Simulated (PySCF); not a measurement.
C₃H₁₀Si, SMILES C([SiH3])CC. Atoms are numbered in the order given.

```xyz
14

Si     0.0751     1.7897     0.0000
C     -0.5872     0.0182     0.0000
C      0.4971    -1.0697     0.0000
C     -0.0725    -2.4887     0.0000
H     -1.0498     2.7722     0.0000
H      0.9176     2.0333     1.2099
H      0.9176     2.0333    -1.2099
H     -1.2438    -0.1015     0.8811
H     -1.2438    -0.1015    -0.8811
H      1.1513    -0.9376     0.8803
H      1.1513    -0.9376    -0.8803
H     -0.7014    -2.6639    -0.8887
H      0.7270    -3.2469     0.0000
H     -0.7014    -2.6639     0.8887
```

The structure is a stationary point at B3LYP-D3(BJ)/def2-SVP. One conformer was computed; it need not be the lowest.

Two levels are set side by side: PBE/pcSseg-1 (PySCF) and HF/pcSseg-1 (PySCF). GIAO shifts against TMS (²⁹Si), TMS (¹H), TMS (¹³C) at the same level; non-relativistic, no solvent, atoms listed together averaged. Differences are taken from unrounded values.

```tsv
quantity	HF
δ(²⁹Si) of Si1 (ppm)	-55.8
δ(¹³C) of C2 (ppm)	12.1
δ(¹³C) of C3 (ppm)	21.9
δ(¹³C) of C4 (ppm)	22.0
δ(¹H) of H8, H9 (ppm)	0.67
δ(¹H) of H10, H11 (ppm)	1.40
```

Q: What does PBE give, and how far is it from HF? (Estimate from the structure and the level; the computed values follow.)

A: 
```csv
quantity,PBE,PBE minus HF
δ(²⁹Si) of Si1 (ppm),-67.9,-12.1
δ(¹³C) of C2 (ppm),16.1,4.0
δ(¹³C) of C3 (ppm),27.8,5.9
δ(¹³C) of C4 (ppm),23.4,1.4
"δ(¹H) of H8, H9 (ppm)",0.95,0.28
"δ(¹H) of H10, H11 (ppm)",1.66,0.26
```

Rough cost on one machine, each run with all the roots and properties that it gave: HF against PBE within a factor of 2.
